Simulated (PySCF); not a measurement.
C4H3ClF2, SMILES C#CC(F)(F)CCl. Geometry optimised at B3LYP-D3(BJ)/def2-SVP. This is a generated structure with no PubChem entry under its InChIKey; it may be hypothetical. Other conformers were not sampled.

Level of theory: B3LYP-D3(BJ)/def2-SVP (PySCF).

Harmonic wavenumbers (cm⁻¹): 89, 141, 186, 226, 363, 399, 488, 568, 633, 730, 738, 743, 818, 901, 1089, 1123, 1208, 1289, 1306, 1441, 2248, 3097, 3174, 3467. Rotational constants (GHz): 2.813, 1.681, 1.319; symmetry number 1.

Q: Work out the zero-point energy and the ideal-gas rigid-rotor harmonic-oscillator thermochemistry at 298.15 K and 1 atm.

A: ZPE = ½ Σ hcν = ½ × 26465 cm⁻¹ = 37.83 kcal/mol. H − E(el) = 42.87 kcal/mol. Entropy in cal/(mol K): translation 40.37, rotation 28.33, vibration 15.67, total 84.38. G − E(el) = 17.71 kcal/mol. Cp = 26.39 cal/(mol K). Modes under 150 cm⁻¹ make the vibrational entropy uncertain.
